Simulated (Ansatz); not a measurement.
CaI₂⁻, relaxed as a doublet with UKS r2SCAN-D4/def2-TZVPD in Ansatz, starting from the GFN1-xTB geometry. Force threshold 0.02 eV/Å.

In the def2 sets I takes a core potential; there is no spin–orbit coupling. The highest occupied level of the charge -1 doublet lies above zero (up to 0.31 eV). The electron is either unbound and held by the finite basis, or the level is raised by self-interaction error. The structure comes from a short search, and lower isomers may exist.

Start:

| atom | x (Å) | y (Å) | z (Å) |
| --- | --- | --- | --- |
| Ca1 | -1.910 | 0.985 | -0.320 |
| I2 | 0.868 | -1.120 | -1.270 |
| I3 | 1.042 | 0.136 | 1.589 |

Q: Estimate the energy that the relaxation releases and the steps that it takes.

A: 2.92 eV, in 10 steps; 51 s on 4 threads of Arm Neoverse V1 on a shared host. No frequencies were taken in this run, so the end may be a saddle point.

Q: Does the start keep its bonding and symmetry?

A: Bonds lost: I2–I3 (atoms count from 1). The end is the same structure that another start reached, the lowest one found. Point group C2v at the start, C2v at the end, both within 0.05 Å.

Q: Predict the relaxed structure.

A: 
```xyz
3

Ca   -0.7875    0.4066   -0.1304
I     0.2475   -1.2560   -2.3315
I     0.5400    0.8494    2.4620
```
Bond lengths: 2 × Ca–I 2.95 Å.
